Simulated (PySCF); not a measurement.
Record of a relaxation.

Compound: C8H9Se (charge +1).
SMILES with atom numbers: `[CH3:1][Se:2][c:3]1[cH:4][cH:5][cH:6][cH+:7][cH:8][cH:9]1` (hydrogens: H10, H11, H12 on C1; H13 on C4; H14 on C5; H15 on C6; H16 on C7; H17 on C8; H18 on C9)
Bond orders are those of one Lewis drawing.

Computed by this run: PySCF 2.14.0, PBE0-D3(BJ)/def2-SVP geometry optimisation, gas phase; density fitting, grid level 2; the optimiser is geomeTRIC in internal coordinates, started from a GFN2-xTB structure. 4 of its 5 geometries are shown. The frame can shift and turn from step to step; on so coarse a grid that alone can change the energy by a few meV, and forces under 0.02 eV/Å are noise.

Step 0: E = -73753.3468 eV, largest atomic force 0.573 eV/Å
```
atom  x, y, z in Å  |  force x, y, z in eV/Å
C1      3.384   -0.294   -0.091   -0.524   0.226   0.049
Se2     2.217    1.205    0.327    0.131   0.050   0.023
C3      0.487    0.562    0.036    0.242  -0.067  -0.010
C4     -0.513    1.532    0.290    0.436  -0.049   0.013
C5     -1.876    1.440    0.188   -0.169  -0.308  -0.116
C6     -2.665    0.342   -0.207    0.171   0.184   0.079
C7     -2.245   -0.910   -0.579    0.229  -0.090  -0.022
C8     -0.926   -1.398   -0.657   -0.345   0.167   0.028
C9      0.260   -0.762   -0.392    0.216   0.197   0.077
H10     3.195   -1.125    0.585   -0.067  -0.286   0.227
H11     4.397    0.070    0.070    0.284   0.226   0.081
H12     3.273   -0.586   -1.132   -0.036  -0.102  -0.353
H13    -0.125    2.493    0.617   -0.010   0.350   0.109
H14    -2.428    2.336    0.443   -0.165   0.352   0.103
H15    -3.734    0.516   -0.213   -0.407   0.046  -0.010
H16    -3.017   -1.619   -0.849   -0.314  -0.252  -0.094
H17    -0.843   -2.430   -0.977    0.079  -0.381  -0.114
H18     1.149   -1.365   -0.531    0.250  -0.263  -0.070
```

Step 1: E = -73753.3837 eV, largest atomic force 0.167 eV/Å
```
atom  x, y, z in Å  |  force x, y, z in eV/Å
C1      3.310   -0.301   -0.099    0.166   0.017   0.010
Se2     2.223    1.233    0.326   -0.024  -0.066  -0.021
C3      0.499    0.589    0.028   -0.045   0.068   0.021
C4     -0.502    1.563    0.278   -0.039   0.007  -0.001
C5     -1.875    1.466    0.172    0.008   0.098   0.035
C6     -2.674    0.373   -0.216   -0.064  -0.036  -0.019
C7     -2.257   -0.888   -0.591   -0.068  -0.005  -0.005
C8     -0.936   -1.371   -0.670    0.045  -0.081  -0.021
C9      0.263   -0.737   -0.403    0.017  -0.012  -0.004
H10     3.107   -1.137    0.586   -0.011   0.028  -0.013
H11     4.343    0.045    0.061   -0.045  -0.049  -0.017
H12     3.194   -0.593   -1.152   -0.009   0.015   0.027
H13    -0.137    2.543    0.607    0.003  -0.026  -0.009
H14    -2.424    2.379    0.429    0.020  -0.039  -0.012
H15    -3.755    0.550   -0.220    0.036   0.001   0.003
H16    -3.042   -1.603   -0.860    0.026   0.017   0.007
H17    -0.841   -2.413   -0.994   -0.007   0.041   0.013
H18     1.146   -1.364   -0.551   -0.008   0.020   0.006
```

Step 3: E = -73753.3850 eV, largest atomic force 0.058 eV/Å
```
atom  x, y, z in Å  |  force x, y, z in eV/Å
C1      3.327   -0.298   -0.098   -0.010  -0.007  -0.003
Se2     2.220    1.226    0.324    0.012  -0.001  -0.001
C3      0.493    0.586    0.027    0.031   0.016   0.007
C4     -0.505    1.563    0.279   -0.031  -0.046  -0.016
C5     -1.877    1.467    0.172   -0.005   0.033   0.010
C6     -2.680    0.373   -0.217    0.025  -0.021  -0.005
C7     -2.265   -0.889   -0.591    0.001   0.021   0.007
C8     -0.943   -1.374   -0.670    0.015  -0.001   0.001
C9      0.257   -0.741   -0.404   -0.020   0.004   0.000
H10     3.124   -1.135    0.583   -0.004  -0.004   0.001
H11     4.356    0.051    0.065    0.003   0.009   0.004
H12     3.214   -0.588   -1.151   -0.004  -0.002  -0.004
H13    -0.135    2.542    0.607   -0.003  -0.001  -0.001
H14    -2.424    2.379    0.428   -0.009   0.009   0.002
H15    -3.758    0.553   -0.220   -0.003   0.004   0.001
H16    -3.050   -1.601   -0.859   -0.002  -0.004  -0.001
H17    -0.851   -2.415   -0.993    0.000  -0.008  -0.002
H18     1.140   -1.366   -0.550    0.004   0.001   0.000
```

Step 4: E = -73753.3850 eV, largest atomic force under 0.02 eV/Å
```
atom  x, y, z in Å  |  force x, y, z in eV/Å
C1      3.320   -0.301   -0.100    0.017   0.004   0.002
Se2     2.221    1.228    0.324    0.005   0.000  -0.001
C3      0.495    0.589    0.028   -0.010   0.001   0.001
C4     -0.506    1.564    0.279   -0.005   0.012   0.003
C5     -1.879    1.469    0.173    0.013  -0.013  -0.003
C6     -2.676    0.373   -0.216   -0.015   0.002   0.000
C7     -2.259   -0.888   -0.590   -0.002   0.000   0.000
C8     -0.938   -1.373   -0.669    0.004   0.002   0.001
C9      0.261   -0.738   -0.403   -0.003  -0.004  -0.002
H10     3.113   -1.137    0.582    0.001   0.002   0.000
H11     4.350    0.045    0.063    0.001  -0.006  -0.002
H12     3.203   -0.591   -1.153    0.001   0.002   0.001
H13    -0.137    2.543    0.607    0.002   0.000   0.000
H14    -2.427    2.381    0.429    0.001  -0.003  -0.001
H15    -3.756    0.550   -0.220   -0.001  -0.001   0.000
H16    -3.043   -1.602   -0.859    0.000   0.001   0.000
H17    -0.844   -2.415   -0.992   -0.001   0.000   0.000
H18     1.146   -1.361   -0.549   -0.008   0.003   0.000
```

**Question.** Summarise the path.

**Answer.** The energy falls by 0.88 kcal/mol from step 0 to step 4; nine tenths of that is first reached at step 1. It falls at every step. The largest force goes from 0.573 to under 0.02 eV/Å. Among the bonds C1–Se2 changes most, from 1.945 to 1.930 Å; the atoms move by 0.029 Å rms after alignment.

What follows is the cost of the whole optimisation. Time: 96 s wall; peak memory 0.96 GiB. Hardware: one thread, Arm Neoverse V1 (aarch64), shared host with 32 logical CPUs at a one-minute load of 9.2.
